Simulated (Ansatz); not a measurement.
Relaxed structures of BH₃TeS, closed shell (PBE0-D4/def2-TZVP; forces vanish, vibrations not checked; lower isomers may exist, and structures with a doubtful reference or unclear bonds are left out; Å). Program: Ansatz 0.2.0. Basis: def2-TZVPP. Cores are frozen in the correlated methods. Filled d shells of the heavier atoms are correlated. Core potentials replace the inner electrons of the atoms past krypton. The def2 sets are not built for correlating such inner shells, so the correlated values are less sure here.

(1) Rank them by CCSD(T) energy, lowest first, and give each one's height above the lowest. Links in brackets join atoms within 1.22 times the sum of their covalent radii (1.1 for two metals). (Judge from chemistry; the value comes from the calculation.)
A.
BH₃TeS ([BH][TeH][SH])
```
6
angstrom
B -1.2471 0.0807 -0.9145
Te -0.0790 -0.2125 0.8245
S 2.2530 -1.0949 1.5080
H -0.7537 -1.6995 1.0850
H -0.9511 0.4191 -2.0235
H 2.3134 -0.2173 2.5236
```
B.
a complex of BHTe ([BH][Te]) + H₂S
```
6
angstrom
B 1.8192 -0.9904 2.0505
Te 0.2846 -0.1511 1.2362
S -2.1087 1.1589 -1.7602
H -1.9150 -0.1164 -2.1287
H -0.8918 1.5243 -2.1910
H 2.7601 -1.5043 2.5433
```
C.
BH₃TeS ([BH2][Te][SH])
```
6
angstrom
B -0.8978 0.3455 -0.9120
Te -0.7209 -0.6576 0.9180
S 1.6545 -0.9899 1.0101
H -2.0098 0.6203 -1.2466
H 0.0710 0.6013 -1.5521
H 1.9030 0.0804 1.7827
```
D.
BH₃TeS ([SH][BH][TeH])
```
6
angstrom
B -0.4592 0.0448 0.2012
Te -2.1147 -1.0980 0.8926
S 1.0820 0.1038 1.0827
H -0.6244 0.6446 -0.8131
H -1.3537 -1.6761 2.2494
H 1.7395 0.9271 0.2476
```
E.
BH₃TeS ([SH][B][TeH2])
```
6
angstrom
B -0.1608 0.0071 0.9972
Te -0.7006 1.0549 -0.9592
S 1.5199 -0.6061 1.0213
H -1.9791 0.0323 -1.1875
H -0.2273 0.7359 -2.5904
H 1.4933 -1.0020 2.3096
```

No T1 diagnostic of these runs exceeds 0.020. The restricted Hartree–Fock reference is unstable towards an unrestricted one at one or more of these structures.

Answers

(1) The calculation gives: D (0.000 eV), C (0.779 eV), B (1.354 eV), E (3.580 eV), A (4.089 eV). Heights count from the lowest.

For scale, one of the runs: CCSD(T)/def2-TZVPP, 165 basis functions, launched by `ansatz run in.yaml --threads 2 --pin off --events-out ev --progress --plain --max-ram 4352MiB`. Hardware: 2 CPU threads of an Arm Neoverse V2, shared host. Wall time 57 s; peak host memory 1.4 GiB.
